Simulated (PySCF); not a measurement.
## Sn(2+) (tin, charge +2): PBE calculation

Configuration: [Kr] 4d10 5s1 5p1, high-spin 3P determinant (an excited configuration). All numbers are calculated (PySCF 2.14, a scalar-relativistic core potential, in aug-cc-pVTZ-PP with ECP28MDF (6s5p4d2f, 55 functions)).

```
Total energy                                                  : -213.1856 hartree
One-electron energy                                           : -361.0745 hartree
Hartree (Coulomb) energy                                      : 165.4014 hartree
Exchange-correlation energy                                   : -17.5124 hartree
⟨S²⟩                                                          : 2.0008
⟨L²⟩                                                          : 2.002
Sum of ⟨r⟩                                                    : 22.83 bohr
Sum of ⟨r²⟩                                                   : 34.02 bohr²
Traceless quadrupole moment −½Σ⟨3z² − r²⟩ along its main axis : -3.12 e·bohr²
```

| shell | electrons | mean orbital energy (eV) | spread (eV) | rms radius, mean of both spins (bohr) |
| --- | --- | --- | --- | --- |
| 4s α | 1 | -152.37 | 0 | 0.876 |
| 4s β | 1 | -152.20 | 0 | 0.876 |
| 4p α | 3 | -108.29 | 0.530 | 0.951 |
| 4p β | 3 | -108.09 | 0.635 | 0.951 |
| 4d α | 5 | -44.591 | 0.539 | 1.18 |
| 4d β | 5 | -44.158 | 0.710 | 1.18 |
| 5s α | 1 | -27.781 | 0 | 2.32 |
| 5p α | 1 | -19.282 | 0 | 2.79 |

Energies and moments cover only the electrons outside the core potential.
